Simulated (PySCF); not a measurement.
## `C[C@@H](C#N)[C@@H]1C[C@@H](F)O1`, C6H8FNO

Cartesian coordinates in Å; atom numbers follow the order of the lines, from 1:
```xyz
17

C    -1.991   -0.979    0.036
C    -0.977    0.111   -0.323
C    -1.563    1.424   -0.177
N    -2.031    2.459   -0.053
C     0.259    0.008    0.575
C     1.476    0.867    0.196
C     2.176   -0.481    0.034
F     3.137   -0.702    0.983
O     1.009   -1.194    0.316
H    -1.501   -1.947   -0.028
H    -2.358   -0.838    1.050
H    -2.836   -0.955   -0.648
H    -0.663   -0.012   -1.367
H    -0.033    0.066    1.630
H     1.884    1.484    0.991
H     1.370    1.445   -0.718
H     2.635   -0.743   -0.928
```

Method used: TDDFT B3LYP/def2-SVPD circular dichroism and optical rotation, one conformer, gas phase (PySCF). Geometry: GFN2-xTB.

The molecule is flexible and this is one conformer; a measurement averages over conformers. States above about 8.6 eV lie in this functional's continuum (it starts at minus the energy of the highest occupied orbital, well below the true ionisation energy for most functionals) and depend on the basis.

Question: Draw the ECD and absorption spectra from the lowest 12 states, each a Gaussian of half-width 0.2 eV at 1/e height.

Answer: 
```
E (eV)  λ (nm)  Δε (L mol⁻¹ cm⁻¹)  ε (L mol⁻¹ cm⁻¹)
  7.04     176               0.00             0.121
  7.19     172              -0.07              4.37
  7.34     169              -1.20              77.9
  7.49     165              -9.76               632
  7.64     162             -30.93              1980
  7.79     159             -35.27              2450
  7.94     156             -14.73              2040
  8.09     153              -0.82              1920
  8.24     150              -0.44              1940
  8.39     148              -7.38              2710
  8.54     145              +7.07              2810
```
Δε uses R in velocity form, ε uses f in length form. Only the states computed contribute, so the short-wavelength end is incomplete.
